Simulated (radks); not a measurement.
Results of a calculation; reference values are marked as such.
The tin ion Sn2+ inside a hard spherical wall (all orbitals vanish at R), configuration held at [Kr] 4d10 5s2 and not refilled when levels cross. Code: a radial shooting solver on a logarithmic mesh with Libxc functionals. Model: scalar-relativistic Kohn-Sham, r2SCAN, spin-polarised, spherical densities, finite nucleus; meta-GGA in the generalised Kohn-Sham scheme; Fermi nuclear charge, rms radius 4.6519 fm. Eigenvalues in eV for spin up, with the zero of energy where the potential of the charges vanishes at infinity; a dash marks a level that is unbound or too diffuse for the functional's potential to be trusted. A positive occupied level is held by the wall or, in an anion where self-interaction has pushed it up, behind a barrier. The pressure on the wall is -dE/dV.

R (bohr)  E (hartree)  kinetic (hartree)    e(4s)    e(4p)    e(4d)    e(5s)  e(5p, empty)  e(6s, empty)  pressure (GPa)
free      -6177.11887           6449.446  -155.02  -109.76  -43.996  -26.260       -17.412             -               0
20        -6177.11887           6449.446  -155.02  -109.76  -43.996  -26.260       -17.412             -        < 0.0001
15        -6177.11887           6449.446  -155.02  -109.76  -43.996  -26.260       -17.412             -        < 0.0001
8         -6177.11885           6449.446  -155.02  -109.76  -43.996  -26.260       -17.409        -4.398         0.00124
7         -6177.11872           6449.448  -155.01  -109.75  -43.989  -26.254       -17.389        -3.677          0.0166
6         -6177.11741           6449.464  -154.96  -109.70  -43.944  -26.207       -17.270        -1.705           0.209
2.5       -6174.94147           6460.041  -141.98  -97.099  -31.419    2.336        21.333        136.56            1900
1.5       -6144.35082           6575.559  -73.697  -25.730   50.470   226.56        267.06        689.35          109000
